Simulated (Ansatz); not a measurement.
Born–Oppenheimer molecular dynamics of CH6AlNSi (10 atoms, charge 0, multiplicity 1). It goes on from the last frame of an earlier run, with new velocities.

The calculation used RKS PBE/6-31G* in Ansatz 0.2.0.

```
ensemble                      : NVE (velocity Verlet)
time step                     : 1 fs
steps asked                   : 100
starting velocities drawn for : 1000 K
seed                          : 592693
```

First frame:

```xyz
10
Properties=species:S:1:pos:R:3
Al -0.281 1.536 -0.285
C 1.271 0.467 0.498
N 1.183 -0.845 0.679
Si -0.353 -1.482 0.000
H -1.333 2.421 0.634
H -0.114 1.847 -1.840
H 2.204 0.933 0.795
H -1.240 -2.269 0.937
H -1.160 -0.266 -0.545
H -0.057 -2.365 -1.192
```

Problem. What does the run give?

Solution. All steps were run.

```
steps done                                               : 100
time covered                                             : 100 fs
mean temperature over the second half                    : 547 K
spread of the potential energy over the second half      : 16.0 meV per atom
mean potential energy of the second half above the start : 47.2 meV per atom
```

The conserved energy stayed within 0.66 meV per atom of its start (net change 0.4 meV per atom), so the integration is sound. The temperature averaged 0.55 of the 1000 K drawn at the start: a run that starts near a minimum puts about half its kinetic energy into the potential. A run of 0.1 ps of so small a system gives no equilibrium averages.

Problem. What happens to the structure?

Solution. The same pairs are bonded in the first frame and the last. Pairs count as bonded within 1.25 times the sum of covalent radii (0.12 Å more for H–H). Another seed would give other details.

Problem. How do temperature and energy run in time?

Solution. 
```tsv
time (fs)	T (K)	potential energy less start (eV)	conserved less start (meV/atom)
0.0	1000	0.000	0.00
5.0	607	0.410	0.38
10.0	370	0.654	0.30
15.0	428	0.594	0.24
20.0	580	0.437	0.36
25.0	676	0.339	0.42
30.0	644	0.371	0.35
35.0	393	0.634	0.55
40.0	364	0.662	0.45
45.0	626	0.388	0.18
50.0	769	0.241	0.20
55.0	703	0.309	0.23
60.0	414	0.611	0.48
65.0	267	0.763	0.53
70.0	376	0.652	0.66
75.0	767	0.243	0.21
80.0	702	0.311	0.32
85.0	620	0.394	0.19
90.0	500	0.520	0.28
95.0	467	0.554	0.31
100.0	552	0.467	0.40
```

Time of the run: 3.3 min on 1 thread of Arm Neoverse V1, on a shared host, peak memory 0.1 GiB.
